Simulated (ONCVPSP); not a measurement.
**Varying the ONCV potential for iron**

Base potential:

iron (Fe), optimised norm-conserving Vanderbilt (ONCV), made with ONCVPSP 4.0.1 (LDA (Perdew-Zunger), scalar-relativistic). Core [Ar], reference 3d6 4s2. Waves: 4s: rc 2.30 bohr, ncon 4, nbas 8, qcut 3 1/bohr, 1 projector; p scattering state at 0.14 Ha: rc 1.80 bohr, ncon 4, nbas 8, qcut 4.3 1/bohr, 1 projector; 3d: rc 1.00 bohr, ncon 4, nbas 8, qcut 18.9 1/bohr, 2 projectors, debl 1.5 Ha. Local part: polynomial inside 0.75 bohr (lpopt 5, dvloc0 4 Ha). Core correction: none.

All-electron outer shells of the reference configuration (LDA (Perdew-Zunger), scalar-relativistic, ld1.x):

```tsv
shell	level (eV)	outermost node (bohr)	outermost maximum (bohr)
3p	-59.93	0.30	0.72
3d	-7.75	–	0.71
4s	-5.49	1.01	2.38
```

Cutoffs, loose and tight: the cutoffs (Ha) at which the residual kinetic energy of the hardest occupied pseudo-wave falls to 1 and 0.1 mHa per electron. They do not see the model core or the augmentation charge, which bear on the density cutoff. Test errors are all-electron minus pseudo excitation energies from the reference, over the configurations 3d6 4s1; 3d6 4s0; 3d5 4s0; 3d5 4s2 4p1. A dash means not determined; rows that change the core or the reference have their own tests. The largest error is taken over the tests solved by every variant that gives reliable tests at all: 3d5 4s2 4p1; 3d6 4s0; 3d6 4s1.

A true bound ghost makes a file unfit for plane-wave use even where its test errors are small: the radial tests pick states by their node count and pass the ghost by.

| change | outcome | cutoff, loose | cutoff, tight | bound ghosts | GHOST(+) flags above zero | largest test error (meV) |
| --- | --- | --- | --- | --- | --- | --- |
| base | generated | 109 Ha | 127 Ha | s, p | none | -167 |
| local potential polynomial inside 0.65 bohr (lpopt 5, dvloc0 1 Ha) | generated | 109 Ha | 127 Ha | s, p | none | -146 |
| d: nproj 1 | generated | 109 Ha | 127 Ha | s, p | none | -170 |
| core [Ne] 3s2, valence charge 14; reference 3p6 3d6 4s1.75 4p0.25; waves now 4s: rc 2.15 bohr, ncon 3, nbas 6, qcut 2.9 1/bohr, 1 projector; 3p+4p: rc 1.55 bohr, ncon 3, nbas 6, qcut 10.2 1/bohr, 3 projectors, debl 1.5 Ha; 3d: rc 1.75 bohr, ncon 4, nbas 9, qcut 9.1 1/bohr, 2 projectors, debl 3.1 Ha; local potential polynomial inside 1.25 bohr (lpopt 5, dvloc0 3 Ha) | generated | 33 Ha | 36 Ha | s | none | 3 of 4 tests not solved or not reliable |
| local potential polynomial inside 0.75 bohr (lpopt 5, dvloc0 5 Ha) | generated | 109 Ha | 127 Ha | s, p | none | -168 |
| s: rc 1.92 | generated | 109 Ha | 127 Ha | s, p | none | -171 |
| functional LDA (Perdew-Wang 92) | generated | 109 Ha | 127 Ha | s, p | none | -167 |
| s: qcut 3.3; p: qcut 4.7; d: qcut 20.7 | generated | 111 Ha | 130 Ha | s, p | none | -172 |
| p: nbas 7 | generated | 109 Ha | 127 Ha | s, p | none | -164 |
| d: rc 0.78 | generated | 134 Ha | 155 Ha | s, p | none | -167 |
| d: qcut 10.9 | generated | 151 Ha | 237 Ha | s, p | none | -155 |

Q: What comes out with this change to the base: reference 3d6; wave 4s: rc 2.30 bohr, ncon 4, nbas 8, qcut 3 1/bohr, 1 projector becomes s scattering state at 0.19 Ha: rc 2.30 bohr, ncon 4, nbas 8, qcut 3 1/bohr, 1 projector?

A: outcome: generated, projector energies reset by the program; cutoff, loose: 109 Ha; cutoff, tight: 127 Ha; bound ghosts: s, p; GHOST(+) flags above zero: none; largest test error (meV): -882.
